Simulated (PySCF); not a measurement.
A GIAO shielding run with PySCF (density fitting, non-relativistic, gas phase) on SMILES CO[Si@@H](F)[C@@H]1C[C@H]1CC=O, C6H11FO2Si:

```
$ OMP_NUM_THREADS=1 python probes_run.py task.json out

{"job": {"kind": "nmr", "xc": "PBE0", "basis": "pcSseg-1"}, "charge": 0, "multiplicity": 1}
C      3.709590     0.513924     1.175567
O      2.395262     0.086793     0.949507
Si     1.394564     0.464968    -0.255198
F      2.078692     0.031587    -1.661914
C     -0.108476    -0.597836     0.058774
C     -0.679323    -1.472967    -1.026531
C     -1.400939    -0.232991    -0.622087
C     -2.688516    -0.306180     0.160655
C     -2.904573     0.914848     1.010496
O     -2.180984     1.867221     1.065366
H      4.095559    -0.034681     2.034482
H      3.730861     1.584029     1.389622
H      4.335653     0.316379     0.303846
H      1.166119     1.885998    -0.454862
H     -0.217603    -0.981897     1.065343
H     -0.183817    -1.486791    -1.984728
H     -1.097037    -2.427835    -0.740973
H     -1.368136     0.603141    -1.309146
H     -3.552669    -0.399714    -0.506143
H     -2.697113    -1.180426     0.817697
H     -3.836035     0.869371     1.612674
```

Hardware: 1 thread of an Arm Neoverse N1, shared host. The job also computes population analyses, field gradients, ring-centre shieldings.

(1) How large is the calculation?

(2) How long does it take, and how much memory does it need?

Answers

(1) 86 electrons, 232 basis functions and 1224 auxiliary functions.

(2) 120 s of wall time, with 15 SCF cycles and 5 response iterations; peak memory 1.1 GiB. Times on a shared host scatter by some tens of per cent.
